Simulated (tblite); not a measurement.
Compound: C₂H₉ClOSi₃.
SMILES with atom numbers: `[CH2:1]=[CH:2][Si@H:3]([Cl:4])[SiH2:5][O:6][SiH3:7]` (hydrogens: H8, H9 on C1; H10 on C2; H11 on Si3; H12, H13 on Si5; H14, H15, H16 on Si7)

Computed with GFN2-xTB (tblite), gas phase: L-BFGS steps from a force-field or distance-geometry start until the largest atomic force falls under 0.01 eV/Å.

Step 94: E = -620.0531 eV
```
atom  x, y, z in Å  |  force x, y, z in eV/Å
C1     -2.8696    1.0436    0.3224   -0.013   0.001  -0.006
C2     -1.8946    0.4675   -0.3653   -0.001   0.008  -0.042
Si3    -1.1635   -1.2471   -0.0535    0.027   0.013  -0.002
Cl4    -2.4976   -2.3396    1.0374   -0.003   0.022   0.021
Si5     0.8504   -1.1202    1.0724   -0.003  -0.006   0.007
O6      1.7135   -0.0678    0.1866   -0.016  -0.019  -0.001
Si7     2.9182    0.9365   -0.2201    0.008  -0.019   0.002
H8     -3.2103    2.0464    0.1120   -0.013  -0.006   0.012
H9     -3.3823    0.5319    1.1214    0.017  -0.018  -0.008
H10    -1.4225    1.0391   -1.1570    0.001   0.002   0.022
H11    -1.1426   -1.9226   -1.3641    0.003   0.013  -0.002
H12     1.6256   -2.3668    1.1262    0.009   0.012  -0.004
H13     0.8051   -0.5752    2.4355   -0.008  -0.008   0.007
H14     4.0552    0.1072   -0.6110    0.001   0.003  -0.008
H15     2.3718    1.7137   -1.3291   -0.006  -0.006   0.002
H16     3.2354    1.7624    0.9421   -0.002   0.009   0.001
```

Step 95: E = -620.0534 eV
```
atom  x, y, z in Å  |  force x, y, z in eV/Å
C1     -2.8714    1.0429    0.3217    0.006  -0.011  -0.003
C2     -1.8953    0.4689   -0.3670   -0.011   0.025  -0.030
Si3    -1.1625   -1.2446   -0.0545    0.026   0.000  -0.001
Cl4    -2.4968   -2.3352    1.0388   -0.002   0.022   0.017
Si5     0.8507   -1.1213    1.0723   -0.007   0.001   0.015
O6      1.7152   -0.0710    0.1854   -0.007  -0.008   0.001
Si7     2.9185    0.9360   -0.2198    0.004  -0.021   0.003
H8     -3.2153    2.0444    0.1102   -0.012  -0.004   0.014
H9     -3.3799    0.5319    1.1247    0.024  -0.013  -0.035
H10    -1.4233    1.0414   -1.1589   -0.017  -0.006   0.029
H11    -1.1409   -1.9226   -1.3646    0.000   0.019   0.006
H12     1.6241   -2.3681    1.1277    0.015   0.001  -0.007
H13     0.8068   -0.5780    2.4366   -0.009  -0.006   0.000
H14     4.0566    0.1082   -0.6108    0.000   0.004  -0.009
H15     2.3700    1.7132   -1.3279   -0.004  -0.007   0.002
H16     3.2357    1.7630    0.9419   -0.006   0.004  -0.001
```

Step 96: E = -620.0537 eV
```
atom  x, y, z in Å  |  force x, y, z in eV/Å
C1     -2.8719    1.0420    0.3207    0.003  -0.029   0.015
C2     -1.8930    0.4713   -0.3672   -0.015   0.024  -0.010
Si3    -1.1608   -1.2429   -0.0557    0.011  -0.007   0.001
Cl4    -2.4973   -2.3304    1.0393    0.003   0.024   0.011
Si5     0.8508   -1.1226    1.0727   -0.009   0.001   0.024
O6      1.7171   -0.0780    0.1816    0.002   0.000   0.003
Si7     2.9168    0.9344   -0.2205    0.009  -0.010  -0.003
H8     -3.2173    2.0434    0.1111   -0.010  -0.006   0.017
H9     -3.3806    0.5273    1.1227    0.034   0.004  -0.067
H10    -1.4174    1.0471   -1.1540   -0.022  -0.005   0.018
H11    -1.1396   -1.9228   -1.3649   -0.001   0.023   0.008
H12     1.6223   -2.3698    1.1335    0.019  -0.008  -0.009
H13     0.8072   -0.5768    2.4362   -0.009  -0.002  -0.003
H14     4.0582    0.1118   -0.6131   -0.002   0.003  -0.007
H15     2.3657    1.7121   -1.3272   -0.003  -0.009   0.002
H16     3.2322    1.7631    0.9408   -0.009  -0.003  -0.001
```

Step 97: E = -620.0541 eV
```
atom  x, y, z in Å  |  force x, y, z in eV/Å
C1     -2.8743    1.0402    0.3182    0.021  -0.039   0.010
C2     -1.8864    0.4758   -0.3629   -0.023   0.029   0.012
Si3    -1.1577   -1.2411   -0.0556   -0.011  -0.006   0.003
Cl4    -2.4993   -2.3262    1.0372    0.009   0.027   0.005
Si5     0.8512   -1.1255    1.0760   -0.005   0.001   0.023
O6      1.7208   -0.0892    0.1783    0.014   0.014   0.007
Si7     2.9132    0.9318   -0.2241    0.004   0.002  -0.005
H8     -3.2184    2.0431    0.1131   -0.006  -0.012   0.020
H9     -3.3900    0.5180    1.1110    0.029   0.009  -0.077
H10    -1.3992    1.0594   -1.1367   -0.028  -0.008   0.007
H11    -1.1363   -1.9199   -1.3653   -0.001   0.025   0.009
H12     1.6202   -2.3733    1.1439    0.022  -0.015  -0.010
H13     0.8074   -0.5745    2.4372   -0.008   0.003  -0.001
H14     4.0585    0.1171   -0.6201    0.002  -0.002  -0.006
H15     2.3560    1.7081   -1.3293   -0.003  -0.013   0.005
H16     3.2266    1.7652    0.9350   -0.014  -0.014  -0.003
```

Task: Estimate the geometry and energy of step 98. (The exact step hangs on the optimiser's Hessian estimate; all steps are aligned on step 97, rigid shifts and turns removed.)

Result: E = -620.0546 eV, largest force 0.081 eV/Å
```
atom  x, y, z in Å  |  force x, y, z in eV/Å
C1     -2.8770    1.0384    0.3149    0.013  -0.042   0.014
C2     -1.8784    0.4819   -0.3568   -0.018   0.016   0.026
Si3    -1.1539   -1.2386   -0.0549   -0.028   0.001   0.010
Cl4    -2.5011   -2.3218    1.0334    0.009   0.026   0.004
Si5     0.8519   -1.1283    1.0811    0.001  -0.006   0.019
O6      1.7246   -0.1000    0.1775    0.019   0.020   0.013
Si7     2.9088    0.9284   -0.2289    0.007   0.020  -0.009
H8     -3.2198    2.0431    0.1157   -0.001  -0.015   0.021
H9     -3.4040    0.5063    1.0937    0.026   0.013  -0.076
H10    -1.3783    1.0746   -1.1146   -0.022  -0.004  -0.011
H11    -1.1315   -1.9163   -1.3647   -0.001   0.026   0.002
H12     1.6189   -2.3770    1.1537    0.021  -0.018  -0.009
H13     0.8085   -0.5733    2.4404   -0.008   0.007   0.001
H14     4.0581    0.1218   -0.6286    0.005  -0.008  -0.006
H15     2.3442    1.7018   -1.3324   -0.005  -0.016   0.003
H16     3.2215    1.7680    0.9263   -0.016  -0.022  -0.002
```

The energy changes by -0.0005 eV. The first-order estimate −F·Δx gives -0.0006 eV and the mean of the old and new forces, exact on a quadratic surface, -0.0005 eV. The step makes an angle of 85° with the force vector and moves no atom by more than 0.034 Å.

What follows is the cost of the whole relaxation. Hardware: one thread, Arm Neoverse N1 (aarch64), no GPU, shared host with 64 logical CPUs at a one-minute load of 57. Cost: 2.2 s.
